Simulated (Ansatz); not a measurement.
Cost and result for the atomization energy of C2H8GeO2Si (`O[SiH2]/C=[CH]\[GeH2][OH]`) (14 atoms, 13 bonds).

Cartesian coordinates in Å:
```
O 0.848 -1.692 -0.232
Si -0.169 -1.755 1.071
C -1.187 -0.214 0.972
C -0.937 0.802 0.143
Ge 0.522 1.023 -1.140
O 0.327 2.698 -1.754
H 1.733 -2.047 -0.140
H 0.622 -1.827 2.333
H -1.043 -2.957 1.013
H -2.062 -0.144 1.622
H -1.615 1.658 0.145
H 0.384 0.172 -2.403
H 1.914 0.928 -0.486
H 0.663 3.356 -1.143
```

Total charge 0; spin multiplicity 1. Correlated methods include outer-core shells of Ge, which these sets cover unevenly. Scalar relativity is left out up to krypton. Geometry: relaxed with PBE0-D4/def2-TZVP. It is one conformer, not always the lowest. Program: Ansatz. All runs use 2 threads of an AMD EPYC 7R13 on a shared host and a share of an NVIDIA H100 80 GB. Times are those of one run each, without the atoms' runs, and a repeat can differ threefold. Electronic energies, without spin–orbit coupling; frozen cores. CCSD(T)/CBS adds CCSD(T) − MP2 in def2-TZVPP to the MP2 limit, and its time is that of the two runs behind it. T1 = 0.012. With those shells the extrapolation isn't a true limit. B3LYP takes the VWN-RPA correlation (the form of Gaussian; ORCA's B3LYP/G).

CCSD(T)/CBS is a level of theory with its own doubt, some kJ/mol a heavy atom from the limit and from the frozen cores, so smaller differences don't rank the functionals.

```csv
level,functions,wall time
PBE0-D4/def2-TZVPP,326,1.9 s
PBE-D4/def2-TZVPP (with forces),326,2.4 s
B3LYP-D4/def2-TZVPP (with forces),326,2.6 s
r2SCAN-D4/def2-TZVPP (with forces),326,2.7 s
ωB97X-V/def2-TZVPP,326,3 s
B2PLYP/def2-TZVPP,326,3.3 s
ωB97M-V/def2-TZVPP (with forces),326,3.9 s
MP2/def2-QZVPP,627,6 s
CCSD(T)/def2-TZVPP,326,7 s
CCSD(T)/CBS(def2),–,13 s
```

**Question.** What atomization energy does each give, and how far from CCSD(T)/CBS? (Estimate.)

**Answer.** The calculation gave: 
```tsv
level	atomization (kcal/mol)	difference from CCSD(T)/CBS	per bond
PBE0-D4/def2-TZVPP	1206.8	-13.8	-1.1
PBE-D4/def2-TZVPP (with forces)	1228.1	7.5	0.6
B3LYP-D4/def2-TZVPP (with forces)	1210.3	-10.3	-0.8
r2SCAN-D4/def2-TZVPP (with forces)	1216.6	-4.0	-0.3
ωB97X-V/def2-TZVPP	1218.8	-1.8	-0.1
B2PLYP/def2-TZVPP	1200.2	-20.4	-1.6
ωB97M-V/def2-TZVPP (with forces)	1215.4	-5.2	-0.4
MP2/def2-QZVPP	1226.5	5.9	0.5
CCSD(T)/def2-TZVPP	1189.6	-31.0	-2.4
CCSD(T)/CBS(def2)	1220.6	0.0	0.0
```

In def2-TZVPP, CCSD(T) changes the Hartree–Fock value by +315.2 kcal/mol (the triples alone add +18.7 kcal/mol) and MP2 by +333.7 kcal/mol; breaking electron pairs costs correlation energy, which Hartree–Fock lacks. The D4 term adds +13.3 kcal/mol with B3LYP and +7.0 kcal/mol with PBE0; it sums over pairs of atoms, weighted by their polarisabilities, and B3LYP, whose exchange is more repulsive, gets the larger term. From PBE to PBE0 (25 % exact exchange), in def2-TZVPP and without D4, the atomization energy moves by −20.0 kcal/mol: exact exchange takes away binding that semilocal exchange gives to molecules.
